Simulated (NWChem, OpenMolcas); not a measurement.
# Exact exchange and the vertical ionisation energy of BBrCl2

The species is BBrCl2 (4 atoms), meant as a singlet with charge 0. As SMILES, `ClB(Cl)Br`. The coordinates come from a PBE0-D4/def2-TZVP relaxation.

The vertical ionisation energy (to the doublet cation) y, in eV, basis cc-pVDZ; a is the functional's share of exact exchange. Programs: NWChem 7.3.0, OpenMolcas 26.06.

| functional | program | a | y (eV) |
| --- | --- | --- | --- |
| r2SCAN | OpenMolcas | 0 | 10.69 |
| TPSS | OpenMolcas | 0 | 10.45 |
| B3LYP | NWChem | 0.2 | ? |
| PBE0 | NWChem | 0.25 | 10.87 |
| BHLYP | NWChem | 0.5 | 11.08 |

**Question.** Fit y = c + s·a to the known rows and predict B3LYP.

**Answer.** 
1. Means of the 4 rows: a = 0.1875, y = 10.772.
2. Σ(Δa)² = 0.17188, Σ(Δa·Δy) = 0.17813, so the slope is 0.17813/0.17188 = 1.0364.
3. Intercept: 10.772 − (1.0364) × 0.1875 = 10.578. The largest residual of the fit is 0.13.
4. B3LYP: 10.578 + (1.0364) × 0.2 = 10.79 eV.

The run gave 10.73 eV, so the prediction is off by +0.06 eV, within the scatter of the fit. The rows mix families of semi-local functionals, which the line can't see. Spin-orbit coupling is left out.
